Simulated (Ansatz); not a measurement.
Mulliken charges of ClFGeH₄OSi (`F[SiH2][O][GeH2][Cl]`) from r2SCAN/def2-TZVPP in Ansatz (PBE0-D4/def2-TZVP geometry).

```json
{"atom": "F1", "x (Å)": "-1.921", "y (Å)": "1.225", "z (Å)": "0.372", "charge (e)": "-0.325"}
{"atom": "Si2", "x (Å)": "-0.436", "y (Å)": "1.151", "z (Å)": "0.955", "charge (e)": "0.700"}
{"atom": "O3", "x (Å)": "0.200", "y (Å)": "-0.309", "z (Å)": "0.645", "charge (e)": "-0.484"}
{"atom": "Ge4", "x (Å)": "0.497", "y (Å)": "-1.330", "z (Å)": "-0.762", "charge (e)": "0.555"}
{"atom": "Cl5", "x (Å)": "1.006", "y (Å)": "-0.046", "z (Å)": "-2.405", "charge (e)": "-0.300"}
{"atom": "H6", "x (Å)": "-0.517", "y (Å)": "1.303", "z (Å)": "2.422", "charge (e)": "-0.088"}
{"atom": "H7", "x (Å)": "0.337", "y (Å)": "2.229", "z (Å)": "0.302", "charge (e)": "-0.086"}
{"atom": "H8", "x (Å)": "-0.789", "y (Å)": "-2.074", "z (Å)": "-1.121", "charge (e)": "0.015"}
{"atom": "H9", "x (Å)": "1.711", "y (Å)": "-2.196", "z (Å)": "-0.427", "charge (e)": "0.014"}
```

Q: By hand: the dipole of these point charges (1 e Å = 4.8032 D).

A: Σ q r = (0.225, -0.535, 0.272) e Å, of length 0.641 e Å = 3.08 D.

Q: How does the dipole of the full density compare? (An estimate is asked.)

A: The calculation gave: (0.164, -0.343, 0.129) e Å, 1.93 D; the point charges give 1.60 times that, at 7° from its direction.

Point charges leave out the atoms' own dipoles, such as those of lone pairs, and Mulliken's split depends on the basis, so the two needn't agree.
